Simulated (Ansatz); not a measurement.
Reaction (substitution at a C–S bond): `CSC=N` + `[SH][SnH3]` → `N=C[S][SnH3]` + CH₃SH

Gas-phase electronic energies from Ansatz, PBE0-D4/def2-TZVP geometries. CCSD(T)/CBS is the MP2 limit (def2-TZVPP, def2-QZVPP) plus CCSD(T) − MP2 in def2-TZVPP, frozen cores. This one scheme is used for every species. DFT in def2-TZVPP. Elements past krypton have def2 core potentials. For Sn outer-core shells are correlated without core-valence functions, which leaves a few kJ/mol of doubt a bond. One conformer a species, not always the lowest.

| species | ωB97M-V energy (Eh) |
| --- | --- |
| `CSC=N` | -532.13007 |
| `[SH][SnH3]` | -614.82440 |
| `N=C[S][SnH3]` | -708.27105 |
| CH₃SH | -438.67380 |

Problem. Work out ΔE.

Solution. ΔE = (-708.27105) + (-438.67380) − (-532.13007) − (-614.82440) = 0.00962 Eh = +25.3 kJ/mol. CCSD(T)/CBS gives +21.6 kJ/mol.

Largest T1 diagnostic among the species: 0.015.
